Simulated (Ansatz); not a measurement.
Ansatz (a program for electronic structure) input:
A basis named .json is the Basis Set Exchange file of that set.

Ansatz 0.2 input:
```yaml
crystal:
  periodic: [false, false, false]
  atoms:
    - {symbol: Zr, position_ang: [1.17818834, -0.27248729, 0.84206112]}
    - {symbol: I, position_ang: [-0.98351670, 0.22746431, -0.70292766]}
    - {symbol: H, position_ang: [2.69009413, 0.35746587, -0.00120059]}
    - {symbol: H, position_ang: [0.97766812, 0.57531380, 2.46527255]}
    - {symbol: H, position_ang: [1.33108904, -2.08889655, 1.10864912]}
basis:
  gaussian:
    orbitals: def2-TZVPPD.json
    fitting: {mean_field: def2-universal-jkfit, correlation: def2-TZVPPD-RIFIT.json}
total_charge: -1
magnetization: {spin_polarized: true, initial_magnetization: 1}
correlation: {method: mp2, electrons: outside_noble_gas}
```

Problem. Predict the final energy.

Solution. -345.25691 Eh (RI-MP2/def2-TZVPPD). The basis has 166 functions.

This state (charge -1, doublet) is run at the relaxed geometry of the species with charge 0 and multiplicity 1.
